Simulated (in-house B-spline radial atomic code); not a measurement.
Ti7+: [Ne] 3s2 3p3

All numbers are computed (Dirac-Kohn-Sham PBEsol, spherical fractional occupations; Fermi nucleus of rms radius 3.5921 fm) with a B-spline radial code for spherical atoms, not measured.

Z_r = [3n² - l(l+1)]/(2<r>); Z_e = n√(-2ε); the last column is Slater's effective charge. Values are occupation-weighted means over j.

```csv
shell,electrons,ε (eV),<r> (bohr),Z_r,Z_e,Slater
1s,2,-5004.9,0.06964,21.54,19.18,21.70
2s,2,-674.24,0.3238,18.53,14.08,17.85
2p,6,-582.64,0.2884,17.33,13.09,17.85
3s,2,-180.31,0.9164,14.73,10.92,11.80
3p,3,-154.88,0.9393,13.31,10.12,11.80
```

The least bound orbital is 3p3/2 at -154.6 eV, and it is also the most diffuse (<r> = 0.9409 bohr).

Spin-orbit splittings of the orbital energies (j = l + 1/2 above j = l - 1/2 when positive): 2p 5.818 eV, 3p 0.9015 eV.

For the 1s electron the small component carries 0.62 % of the norm, the zero-frequency Breit interaction raises the level by 4.875 eV, self-energy by 2.318 eV, and vacuum polarisation lowers it by 0.1801 eV.
